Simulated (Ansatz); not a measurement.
Process, species as SMILES: C#CC [prop-1-yne] + C (CH4) -> C#C (C2H2) + CC (C2H6) [ethane]
Each molecule is optimised on its own at B3LYP-D3(BJ)/def2-TZVP (Ansatz, a quantum-chemistry and plane-wave program).

Quantity: bond separation energy (electronic energy difference), in kJ/mol. Cores are frozen in the correlated levels unless marked. Spin-orbit coupling is left out. Non-relativistic. Basis-set limits of correlation are two-point, X^-3; Hartree-Fock from the larger set. [CCSD(T)-MP2]/basis is that difference in the basis named.

```json
[
 {"level": "HF/6-31G", "program": "Ansatz", "bond separation energy (kJ/mol)": "36.0"}
]
```

Question: Estimate the value at RI-MP2/CBS(cc-pVTZ,cc-pVQZ)+[CCSD(T)-MP2]/cc-pVTZ as computed with Ansatz.

Answer: 30.8 kJ/mol, so HF/6-31G differs from it by 5.2 kJ/mol.
